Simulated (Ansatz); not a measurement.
CH5B2NO (`BBC(=N)O`). Total charge 0; spin multiplicity 1.

Z-matrix (Å, degrees):
```
B
B 1 1.638
H 1 1.200 2 121.0
H 1 1.198 2 122.4 3 178.1
C 2 1.573 1 123.6 3 94.9
H 2 1.199 1 119.9 3 -86.9
O 5 1.353 2 115.6 1 -64.3
N 5 1.263 2 116.4 1 111.6
H 7 0.967 5 109.5 2 179.9
H 8 1.022 5 114.5 2 -171.0
```

Task: Give the diagnostics of a CCSD(T)/def2-TZVPP run (frozen core, Ansatz). (An estimate is asked.)

Result: Ansatz gave: T1 = 0.0152, largest single amplitude 0.021, largest double 0.030, (T) share of the correlation energy 4.0 %, 11 CCSD cycles. The RHF solution is stable towards an unrestricted one. T1 lies under the customary mark of 0.02 for closed shells.
